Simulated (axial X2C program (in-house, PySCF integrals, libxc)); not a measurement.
**Worked dissociation energy of LiCu: CCSD, with spin–orbit coupling**

Calculated with an in-house all-electron X2C program for linear molecules (integrals from PySCF). Two-component (2c) means X2C with spin–orbit coupling and atomic mean-field two-electron Coulomb and Gaunt terms. Basis: Cu dyall-cv3z [9s9p6d3f2g], Li dyall-cv3z [7s8p2d] (cores contracted in-house); Gaussian nuclei, density fitting, unrestricted open shells. Masses: Cu 62.930 u, Li 7.016 u.

Molecular state: Ω = 0 (closed shell).

Correlated methods: 12 electrons correlated (number of frozen shells: Cu 3 s, 2 p; Li 1 s), 222 virtual spin orbitals or spinors in MP2, 90 natural virtuals in coupled cluster.

* E(Cu) (2M_J = 1): -1653.160490 hartree
* E(Li) (2M_J = 1): -7.433285 hartree
* E(LiCu) at Re: -1660.656553 hartree
* ωe: 371.3 cm⁻¹
* ωexe: 1.91 cm⁻¹

Problem. Work out De and D0.

Solution. De = -1653.160490 + (-7.433285) − (-1660.656553) = 0.06278 hartree = 1.708 eV. The zero-point energy is ωe/2 − ωexe/4 = 185 cm⁻¹ = 0.023 eV, so D0 = 1.685 eV.

One determinant describes the state; a PBE0 search over occupations chose it and may have missed a lower one. The closed shell is kept restricted, so the energy runs too high when the bond is stretched far. Dissociation energies refer to the lowest single-determinant-based atoms at the same level and basis. CCSD ran in a truncated set of natural virtual spinors with an MP2 remainder; without triples it tends to underbind. The T1 diagnostic is large, a sign of multireference character.

Each atomic determinant is the lowest at this level and need not be a pure J level. Totals compare only within one Hamiltonian and basis.
